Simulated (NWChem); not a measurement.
System: C2HF2, doublet; SMILES [CH]=C(F)F

Excerpt of the output:

```
             Northwest Computational Chemistry Package (NWChem) 7.3.0
             --------------------------------------------------------

 CS  symmetry detected

                             Geometry "geometry" -> ""
                             -------------------------

 Output coordinates in angstroms (scale by  1.889725989 to convert to a.u.)

  No.       Tag          Charge          X              Y              Z
 ---- ---------------- ---------- -------------- -------------- --------------
    1 C                    6.0000    -0.92554407    -1.08521106     0.00000000
    2 C                    6.0000    -0.09014755    -0.07408169     0.00000000
    3 F                    9.0000    -0.44343330     1.18794507     0.00000000
    4 F                    9.0000     1.22248340    -0.17416304     0.00000000
    5 H                    1.0000    -0.91730120    -2.16828170     0.00000000

 Effective nuclear repulsion energy (a.u.)     109.8741010136

      Symmetry information
      --------------------

 Group name             Cs
 Group number              2
 Group order               2
 No. of unique centers     5

                                Z-matrix (autoz)
                                --------

 Units are Angstrom for bonds and degrees for angles

      Type          Name      I     J     K     L     M      Value
      ----------- --------  ----- ----- ----- ----- ----- ----------
    1 Stretch                  1     2                       1.31159
    2 Stretch                  1     5                       1.08310
    3 Stretch                  2     3                       1.31054
    4 Stretch                  2     4                       1.31644
    5 Bend                     1     2     3               124.79763
    6 Bend                     1     2     4               125.20349
    7 Bend                     2     1     5               140.00038
    8 Bend                     3     2     4               109.99888
    9 Torsion                  3     2     1     5         180.00000
   10 Torsion                  4     2     1     5           0.00000

                           NWChem Geometry Optimization
                           ----------------------------

[...]

      ----------------------
      Optimization converged
      ----------------------

  Step       Energy      Delta E   Gmax     Grms     Xrms     Xmax
  ---- ---------------- -------- -------- -------- -------- --------
@    6    -276.12029359  2.9D-08  0.00013  0.00008  0.00040  0.00099
                                     ok       ok       ok       ok

                                Z-matrix (autoz)
                                --------

 Units are Angstrom for bonds and degrees for angles

      Type          Name      I     J     K     L     M      Value     Gradient
      ----------- --------  ----- ----- ----- ----- ----- ---------- ----------
    1 Stretch                  1     2                       1.32139    0.00011
    2 Stretch                  1     5                       1.08974    0.00009
    3 Stretch                  2     3                       1.33514   -0.00013
    4 Stretch                  2     4                       1.34338   -0.00013
    5 Bend                     1     2     3               124.82359   -0.00002
    6 Bend                     1     2     4               125.37498   -0.00001
    7 Bend                     2     1     5               141.68483    0.00002
    8 Bend                     3     2     4               109.80143    0.00002
    9 Torsion                  3     2     1     5         180.00000    0.00000
   10 Torsion                  4     2     1     5           0.00000    0.00000

                         Geometry "geometry" -> "geometry"
                         ---------------------------------

 Output coordinates in angstroms (scale by  1.889725989 to convert to a.u.)

[...]

 Rotational Constants
 --------------------
 A=   0.375680 cm-1  (  0.540508 K)
 B=   0.355161 cm-1  (  0.510986 K)
 C=   0.182566 cm-1  (  0.262666 K)

 Temperature                      =   298.15K
 frequency scaling parameter      =   1.0000

 Zero-Point correction to Energy  =   13.978 kcal/mol  (  0.022275 au)
 Thermal correction to Energy     =   16.443 kcal/mol  (  0.026204 au)
 Thermal correction to Enthalpy   =   17.035 kcal/mol  (  0.027147 au)

 Total Entropy                    =   65.226 cal/mol-K
   - Translational                =   38.324 cal/mol-K (mol. weight =  63.0046)
   - Rotational                   =   23.698 cal/mol-K (symmetry #  =        1)
   - Vibrational                  =    3.204 cal/mol-K

 Cv (constant volume heat capacity) =   12.503 cal/mol-K
   - Translational                  =    2.979 cal/mol-K
   - Rotational                     =    2.979 cal/mol-K
   - Vibrational                    =    6.544 cal/mol-K

[normal modes left out]

 ----------------------------------------------------------------------------
 Normal Eigenvalue ||           Projected Infra Red Intensities
  Mode   [cm**-1]  || [atomic units] [(debye/angs)**2] [(KM/mol)] [arbitrary]
 ------ ---------- || -------------- ----------------- ---------- -----------
    1       -0.000 ||    0.000001           0.000         0.001       0.000
    2       -0.000 ||    0.000001           0.000         0.001       0.000
    3       -0.000 ||    0.000485           0.011         0.473       0.106
    4        0.000 ||    0.000534           0.012         0.521       0.117
    5        0.000 ||    0.000287           0.007         0.280       0.063
    6        0.000 ||    0.000236           0.005         0.230       0.052
    7      399.706 ||    0.011473           0.265        11.184       2.509
    8      483.485 ||    0.081713           1.885        79.658      17.869
    9      529.585 ||    0.004581           0.106         4.466       1.002
   10      592.825 ||    0.000127           0.003         0.124       0.028
   11      689.347 ||    0.033302           0.768        32.465       7.282
   12      929.867 ||    0.061212           1.412        59.672      13.386
   13     1190.162 ||    0.247753           5.716       241.522      54.178
   14     1706.333 ||    0.212064           4.892       206.730      46.374
   15     3260.865 ||    0.032174           0.742        31.365       7.036
 ----------------------------------------------------------------------------
```

Level: BLYP/def2-SVP, spin-unrestricted. In the optimisation the excess spin sits in a' (Cs, its own frame). No stability test was run on the SCF state.

Write an input that gives this output.

Several could match; the one computed here: the input that was run:
```
start job
memory heap 200 mb stack 900 mb global 1100 mb
geometry units angstroms
  C     -0.872085    -1.134973     0.000000
  C     -0.093392    -0.079555     0.000000
  F     -0.515351     1.161200     0.000000
  F      1.222752    -0.107506     0.000000
  H     -0.804463    -2.215962     0.000000
end
basis spherical
  * library def2-svp
end
dft
  odft
  mult 2
  xc becke88 lyp
  iterations 150
end
driver
  maxiter 120
end
task dft optimize
task dft freq
```
